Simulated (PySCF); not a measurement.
## Relaxation of quintet RuSF₂

Method: UPBE0/[Ru def2-SVP with ECP28, S def2-SVP, F def2-SVP], scalar-relativistic core potentials, density fitting, no spin–orbit coupling, PySCF. A (50,194) grid was used.

A hand-made trigonal planar start, of C2v symmetry, held to at least that symmetry:

Coordinates in bohr (charge 0 multiplicity 5):
```
Ru    0.1682    0.2913    0.0000
S    -1.7971   -3.1127    0.0000
F     3.7398    0.2913    0.0000
F    -1.6176    3.3844    0.0000
```

Optimiser trace:
```csv
step,E − E(last) (kJ/mol),largest gradient (Eh/bohr)
0,18.07,0.01404
1,8.56,0.00782
2,0.67,0.00544
3,0.03,0.00199
4,0.00,0.00055
5,0.00,0.00002
```

It ends at C2v with Ru–F 1.868 Å (×2), Ru–S 2.108 Å; F–Ru–F 100.7°, F–Ru–S 129.6° (×2) (after a last refinement on a finer grid). The frequency run here used a shortcut that can spoil soft modes, so no verdict on minimum or saddle point is given. Other isomers or separated fragments may lie lower.

Final geometry:
Z-matrix (Å, degrees; charge 0 multiplicity 5):
```
Ru
S  1 2.1077
F  1 1.8677 2 129.65
F  1 1.8677 2 129.65 3 180.00
```

Open d and f shells are described by one determinant, and the ground state may have another occupation or spin. At this level a triplet minimum of C2v symmetry lies 60 kJ/mol below this structure.
